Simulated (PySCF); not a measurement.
Bond curve of Zn2

Set-up: PySCF, scalar-relativistic core potentials, basis sets Zn cc-pVDZ-PP with ECP10. Energies in eV from Zn + Zn in their ground configurations at the same level. All curves are PBE0. state 1: ¹Σg⁺ (singlet), closed shell; state 2: triplet, unpaired electrons σ ↑, π ↑, a second solution, started from another occupation.

```
R (Å)  state 1  state 2
2.772  -0.0222   2.6594
2.901  -0.0534   2.8229
3.030  -0.0682   2.9903
3.126  -0.0723   3.1146
3.223  -0.0725   3.2357
3.320  -0.0702   3.3523
3.449  -0.0650   3.4990
3.610  -0.0573   3.6671
3.803  -0.0483   3.8457
4.061  -0.0378   4.0477
```

Q: Put a parabola through the three lowest points of the state 1 curve and estimate Re, k and ωe (reduced mass 31.96 u; 1 eV/Å² = 0.16022 mdyn/Å; ωe = 1302.8·√(k/μ) cm⁻¹).

A: Through R = 3.126, 3.223, 3.32 Å the second-order coefficient is 0.133 eV/Å², so Re ≈ 3.182 Å, k ≈ 0.0426 mdyn/Å and ωe ≈ 48 cm⁻¹. A polynomial fit of higher order to the unrounded PBE0 energies gives Re = 3.178 Å, k = 0.0524 mdyn/Å, ωe = 52.7 cm⁻¹; anharmonicity and rounding make the difference.

The higher-order fit for each curve: state 1: Re = 3.178 Å, ωe = 52.7 cm⁻¹, De = 0.073 eV. State 2 gave no clean fit.

Closed-shell solutions of metal pairs were not tested for spin polarisation, which can lower them a little. The bond is weak. Basis-set superposition, not corrected here, can be much of De in a small basis, most of all at correlated wavefunction levels. Functionals without a dispersion term scatter widely for such bonds, and LDA overbinds them.
